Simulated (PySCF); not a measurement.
Species: C₆H₁₁N₃.
Z-matrix (Å and degrees, PBE0-D3(BJ)/def2-SVP geometry), rows numbered from 1:
```
C 
C   1  1.5282
C   2  1.5286  1  111.51
C   2  1.4983  1  111.36  3  -124.92
C   4  1.4106  2  130.39  1    60.70
N   5  1.3291  4  108.57  2   179.27
N   6  1.3135  5  103.90  4    -0.20
C   7  1.4390  6  122.09  5   176.43
N   7  1.3174  6  115.80  5     0.37
H   1  1.1001  2  111.31  3  -178.46
H   1  1.1021  2  111.08  3    61.48
H   1  1.1011  2  110.80  3   -58.05
H   2  1.1022  1  108.48  3   119.27
H   3  1.1012  2  110.83  1    57.69
H   3  1.1000  2  111.26  1   178.10
H   3  1.1021  2  111.02  1   -61.90
H   5  1.0881  4  130.35  2    -0.25
H   8  1.0961  7  108.47  6    31.69
H   8  1.0962  7  108.53  6   151.63
H   8  1.1009  7  110.87  6   -88.35
```

Linear response at PBE0/def2-SVPD (PySCF, frozen core in the response, non-relativistic).

Static isotropic polarisability: 92.69 au (13.74 Å³), principal values 74.2, 85.4, 118.5 au.

**Question.** What is the polarisability at 1064 nm and at the sodium D line?

**Answer.** 93.46 au at 1064 nm (+0.8 %), 95.31 au at 589.3 nm (+2.8 %). The rise at 589.3 nm is 3.38 times that at 1064 nm; a pure ω² law gives 3.26. The lowest singlet lies at 196 nm, shorter than both wavelengths.

**Question.** What is the isotropic C6 coefficient between two such molecules, C6 = (3/π)∫α(iω)² dω?

**Answer.** 3680 au (Eh·bohr⁶) by a ten-point quadrature over imaginary frequencies, which is 2200 eV·Å⁶ or 212 J·nm⁶/mol.

**Question.** Which effective excitation energy ω̄ makes London's formula C6 = (3/4)α²ω̄ exact here?

**Answer.** ω̄ = 4·C6/(3α²) = 0.571 Eh = 15.5 eV. A one-pole form α(ω) = α/(1 − ω²/ω̄²) fitted to the 1064 nm value gives 12.8 eV. London's choice of the ionisation energy (9.04 eV, ΔSCF at the same level) gives C6 = 2140 au, 42 % too low.

**Question.** What molar refraction at the D line follows from R = (4π/3)·N_A·α′, with α′ the polarisability volume?

**Answer.** α′ = 14.12 Å³ gives R = 35.63 cm³/mol, for isolated, non-vibrating species.

**Question.** What n − 1 at the D line would an ideal gas of it have at 273.15 K and 1 atm (2.6868 × 10¹⁹ cm⁻³), by n − 1 = 2π·N·α′?

**Answer.** 23.84 × 10⁻⁴, a formal value whether or not that pressure can be reached.

**Question.** What three-body coefficient follows from the one-pole estimate C9 = (3/4)·α·C6?

**Answer.** 256000 au. This is an estimate from the two numbers above, not a computed integral.

**Question.** How many electrons N does the Slater–Kirkwood formula C6 = (3/4)·√N·α^(3/2) need to give this C6?

**Answer.** N = (4·C6/3)²/α³ = 30.2; the species has 68 electrons in all.

**Question.** The lowest 10 singlets have (eV, f): 6.34, 0.210; 6.42, 0.000; 6.99, 0.033; 7.25, 0.009; 7.30, 0.000; 7.39, 0.005; 7.84, 0.002; 7.94, 0.281; 8.01, 0.034; 8.08, 0.016. What share of the static polarisability do they carry in the sum over states α = Σ f/ω²?

**Answer.** 8.48 au, 9.2 % of α; the largest term, 3.88 au, is that of the state at 6.34 eV. Their oscillator strengths add up to 0.59. Higher states carry the rest.

One conformer stands for the species.
